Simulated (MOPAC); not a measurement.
Job for MOPAC: PM3 on GaH3 (SMILES [GaH3]).

```
PM3 1SCF PRECISE CHARGE=0 THREADS=1
GaH3

Ga    -0.00309405 1     0.02588828 1     0.25572175 1
H     -0.00894275 1     1.57422169 1     0.25287382 1
H      1.33759315 1    -0.73686005 1     0.11897546 1
H     -1.34142950 1    -0.74884788 1     0.17076386 1
```

The log:

```
*******************************************************************************
 **                                                                           **
 **                              MOPAC v23.2.5                                **
 **                                                                           **
 *******************************************************************************
 ** MOPAC's Digital Object Identifier: https://doi.org/10.5281/zenodo.6511958 **
 **                                                                           **
 ** Please cite the open-source release paper for use of this MOPAC version:  **
 ** J. E. Moussa and J. J. P. Stewart (2026)                                  **
 ** MOPAC: An open-source semiempirical molecular orbital program             **
 ** J. Open Source Softw., 11(119), 8025, https://doi.org/10.21105/joss.08025 **
 *******************************************************************************

                              PM3 CALCULATION RESULTS

 *******************************************************************************
 *  PM3        - The PM3 Hamiltonian to be used
 *
 *
 *
 *                 CHARGE ON SYSTEM = 0
 *
 *
 *
 *  PRECISE    - TIGHTER CRITERIA TO BE USED
 *  1SCF       - DO 1 SCF AND THEN STOP
 *  THREADS=1  - MULTI-THREADING NOT USED
 *  T=         - A TIME OF 172800.0 SECONDS REQUESTED
 *  DUMP=N     - RESTART FILE WRITTEN EVERY 7200.0 SECONDS REQUESTED
 *******************************************************************************
PM3 1SCF PRECISE CHARGE=0 THREADS=1
 GaH3

   ATOM   CHEMICAL          X               Y               Z
  NUMBER   SYMBOL      (ANGSTROMS)     (ANGSTROMS)     (ANGSTROMS)

     1      Ga         -0.00309405  *   0.02588828  *   0.25572175  *
     2       H         -0.00894275  *   1.57422169  *   0.25287382  *
     3       H          1.33759315  *  -0.73686005  *   0.11897546  *
     4       H         -1.34142950  *  -0.74884788  *   0.17076386  *



          CARTESIAN COORDINATES

    NO.       ATOM           X           Y           Z

     1        Ga         -0.0031      0.0259      0.2557
     2         H         -0.0089      1.5742      0.2529
     3         H          1.3376     -0.7369      0.1190
     4         H         -1.3414     -0.7488      0.1708

  H: (PM3): J. J. P. STEWART, J. COMP. CHEM. 10, 209 (1989).
 Ga: (PM3): J. J. P. STEWART, J. COMP. CHEM. 12, 320-341 (1991).

           Empirical Formula: H3 Ga  =     4 atoms



      MOLECULAR POINT GROUP   :   C3v


      RHF CALCULATION, NO. OF DOUBLY OCCUPIED LEVELS = 3


 -------------------------------------------------------------------------------
 PM3 1SCF PRECISE CHARGE=0 THREADS=1
 GaH3



     1SCF WAS SPECIFIED, SO BFGS WAS NOT USED
     SCF FIELD WAS ACHIEVED


                              PM3 CALCULATION
                                                       MOPAC v23.2.5 Linux




          FINAL HEAT OF FORMATION =         79.07063 KCAL/MOL =     330.83150 KJ/MOL


          COSMO AREA              =         67.13 SQUARE ANGSTROMS
          COSMO VOLUME            =         49.66 CUBIC ANGSTROMS

          IONIZATION POTENTIAL    =         11.884246 EV
          HOMO LUMO ENERGIES (EV) =        -11.884 -3.840
          NO. OF FILLED LEVELS    =          3
          MOLECULAR WEIGHT        =         72.7587         POINT GROUP:  C3v

          MOLECULAR DIMENSIONS (Angstroms)

            Atom       Atom       Distance
            H     4    H     3     2.67955
            H     3    H     2     2.31960
            H     2   Ga     1     0.07495


          SCF CALCULATIONS        =          1





   ATOM   CHEMICAL          X               Y               Z
  NUMBER   SYMBOL      (ANGSTROMS)     (ANGSTROMS)     (ANGSTROMS)

     1      Ga         -0.00309405  *   0.02588828  *   0.25572175  *
     2       H         -0.00894275  *   1.57422169  *   0.25287382  *
     3       H          1.33759315  *  -0.73686005  *   0.11897546  *
     4       H         -1.34142950  *  -0.74884788  *   0.17076386  *

                             CARTESIAN COORDINATES

   1   Ga       -0.003094050     0.025888280     0.255721750
   2    H       -0.008942750     1.574221690     0.252873820
   3    H        1.337593150    -0.736860050     0.118975460
   4    H       -1.341429500    -0.748847880     0.170763860


           Empirical Formula: H3 Ga  =     4 atoms



      MOLECULAR POINT GROUP   :   C3v


                  EIGENVALUES
 -18.33446 -11.88598 -11.88425  -3.83950  -0.67076  -0.67004   0.43671


              NET ATOMIC CHARGES AND DIPOLE CONTRIBUTIONS

  ATOM NO.   TYPE          CHARGE      No. of ELECS.   s-Pop       p-Pop
    1         Ga          -0.128815        3.1288     1.13338     1.99543
    2          H           0.042917        0.9571     0.95708
    3          H           0.042921        0.9571     0.95708
    4          H           0.042977        0.9570     0.95702
 DIPOLE           X         Y         Z       TOTAL
 POINT-CHG.    -0.001     0.002    -0.046     0.046
 HYBRID         0.002    -0.004     0.088     0.088
 SUM            0.001    -0.002     0.042     0.042


          ATOMIC ORBITAL ELECTRON POPULATIONS

     Atom    s        px        py        pz
    1 Ga   1.13338   0.99716   0.99546   0.00281
    2  H   0.95708
    3  H   0.95708
    4  H   0.95702

 **********************
 *                    *
 * JOB ENDED NORMALLY *
 *                    *
 **********************




 == MOPAC DONE ==
```

The run finished.

Cost: very roughly 0.020 core-seconds.
